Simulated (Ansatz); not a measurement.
`Cc1csc(-c2sc(-c3sc(-c4sc(-c5sc(-c6sc(-c7sc(-c8sccc8C)cc7C)cc6C)cc5C)cc4C)cc3C)cc2C)c1` with charge -1. Total charge -1; doublet. Geometry PBE-D4/def2-SVP, that of the neutral singlet; atoms count from 1.

Cartesian coordinates in Å:
```
C -8.060 1.455 10.907
C -7.346 0.134 10.838
C -7.486 -0.885 11.768
S -6.519 -2.268 11.387
C -5.883 -1.503 9.936
C -4.932 -2.153 9.065
S -4.342 -1.270 7.666
C -3.331 -2.606 7.147
C -2.535 -2.489 5.951
S -2.969 -1.299 4.738
C -1.598 -1.715 3.724
C -1.314 -1.049 2.480
S 0.127 -1.519 1.596
C -0.180 -0.358 0.315
C 0.694 -0.206 -0.817
S 0.250 0.941 -2.070
C 1.692 0.596 -3.011
C 1.983 1.245 -4.262
S 3.468 0.816 -5.094
C 3.146 1.926 -6.413
C 4.034 2.075 -7.537
S 3.527 3.089 -8.879
C 5.019 2.815 -9.753
C 5.239 3.446 -11.036
S 4.408 4.944 -11.421
C 5.124 5.009 -12.992
C 5.972 3.940 -13.205
C 6.051 3.034 -12.102
C 6.883 1.783 -12.114
C 5.842 1.953 -9.029
C 5.305 1.526 -7.783
C 6.038 0.607 -6.849
C 1.933 2.582 -6.184
C 1.268 2.216 -4.988
C -0.043 2.809 -4.561
C 2.455 -0.373 -2.353
C 1.916 -0.834 -1.127
C 2.590 -1.870 -0.275
C -1.359 0.340 0.594
C -2.007 -0.031 1.799
C -3.281 0.603 2.278
C -0.874 -2.750 4.325
C -1.380 -3.196 5.571
C -0.729 -4.274 6.389
C -3.451 -3.665 8.049
C -4.343 -3.426 9.130
C -4.616 -4.442 10.202
C -6.432 -0.227 9.802
H -8.691 1.618 10.008
H -8.716 1.517 11.797
H -7.341 2.300 10.954
H -8.115 -0.894 12.666
H 4.882 5.835 -13.672
H 6.527 3.792 -14.143
H 7.130 1.485 -13.152
H 6.355 0.939 -11.626
H 7.846 1.919 -11.576
H 6.843 1.662 -9.368
H 6.154 1.051 -5.837
H 5.504 -0.358 -6.714
H 7.049 0.379 -7.237
H 1.531 3.331 -6.882
H -0.399 3.550 -5.302
H -0.831 2.033 -4.451
H 0.036 3.323 -3.579
H 3.406 -0.747 -2.760
H 3.553 -2.181 -0.724
H 2.798 -1.492 0.748
H 1.963 -2.779 -0.156
H -1.750 1.122 -0.072
H -3.635 1.366 1.558
H -3.149 1.102 3.261
H -4.092 -0.144 2.406
H 0.031 -3.175 3.865
H -1.287 -5.233 6.328
H -0.677 -3.996 7.461
H 0.301 -4.470 6.032
H -2.932 -4.622 7.919
H -4.039 -5.369 10.019
H -5.692 -4.716 10.250
H -4.340 -4.064 11.210
H -6.177 0.438 8.965
```

Single mean-field runs in def2-SVP are fitted with def2-universal-jkfit.

Estimate the Mulliken populations of the heavy atoms from the PBE0/def2-SVP orbitals of Ansatz.


```csv
atom,charge (e),spin (α − β)
C1,0.01,0.00
C2,-0.10,-0.02
C3,-0.14,0.04
S4,0.06,0.01
C5,-0.12,-0.02
C6,-0.10,0.07
S7,0.09,0.02
C8,-0.09,-0.01
C9,-0.11,0.07
S10,0.06,0.04
C11,-0.09,0.02
C12,-0.08,0.05
S13,0.04,0.05
C14,-0.09,0.05
C15,-0.08,0.02
S16,0.05,0.05
C17,-0.09,0.08
C18,-0.07,-0.01
S19,0.05,0.05
C20,-0.09,0.10
C21,-0.08,-0.03
S22,0.08,0.03
C23,-0.12,0.10
C24,-0.13,-0.03
S25,0.09,0.02
C26,-0.12,0.06
C27,-0.03,-0.03
C28,-0.10,0.06
C29,0.01,-0.01
C30,-0.04,-0.05
C31,-0.14,0.08
C32,0.02,-0.01
C33,-0.06,-0.04
C34,-0.13,0.06
C35,0.02,-0.01
C36,-0.06,-0.01
C37,-0.12,0.03
C38,0.02,0.00
C39,-0.07,0.01
C40,-0.12,0.00
C41,0.02,0.00
C42,-0.07,0.04
C43,-0.09,-0.03
C44,0.01,0.00
C45,-0.06,0.05
C46,-0.13,-0.03
C47,0.02,0.00
C48,-0.04,0.05
```
Mulliken values and Mayer orders depend strongly on the basis.

Where does the spin sit?

Summed by element: C 0.71, S 0.28, H 0.01, of 1 unpaired in all. Largest on single atoms: C20 0.10, C23 0.10, C17 0.08.

And the Mayer bond orders between bonded heavy atoms (over 0.3, the first 40 of 55)?

C1–C2 1.07 (1.50 Å); C2–C3 1.56 (1.39 Å); C2–C48 1.28 (1.43 Å); C3–S4 1.11 (1.73 Å); S4–C5 1.12 (1.76 Å); C5–C6 1.19 (1.44 Å); C5–C48 1.47 (1.40 Å); C6–S7 1.09 (1.76 Å); C6–C46 1.46 (1.40 Å); S7–C8 1.10 (1.75 Å); C8–C9 1.19 (1.44 Å); C8–C45 1.43 (1.40 Å); C9–S10 1.07 (1.75 Å); C9–C43 1.45 (1.41 Å); S10–C11 1.08 (1.76 Å); C11–C12 1.25 (1.44 Å); C11–C42 1.39 (1.40 Å); C12–S13 1.07 (1.76 Å); C12–C40 1.41 (1.41 Å); S13–C14 1.08 (1.76 Å); C14–C15 1.26 (1.44 Å); C14–C39 1.38 (1.40 Å); C15–S16 1.07 (1.76 Å); C15–C37 1.40 (1.41 Å); S16–C17 1.07 (1.76 Å); C17–C18 1.25 (1.44 Å); C17–C36 1.38 (1.40 Å); C18–S19 1.08 (1.76 Å); C18–C34 1.40 (1.41 Å); S19–C20 1.07 (1.75 Å); C20–C21 1.23 (1.44 Å); C20–C33 1.40 (1.40 Å); C21–S22 1.10 (1.76 Å); C21–C31 1.43 (1.41 Å); S22–C23 1.09 (1.75 Å); C23–C24 1.16 (1.45 Å); C23–C30 1.45 (1.39 Å); C24–S25 1.13 (1.75 Å); C24–C28 1.50 (1.40 Å); S25–C26 1.14 (1.73 Å).
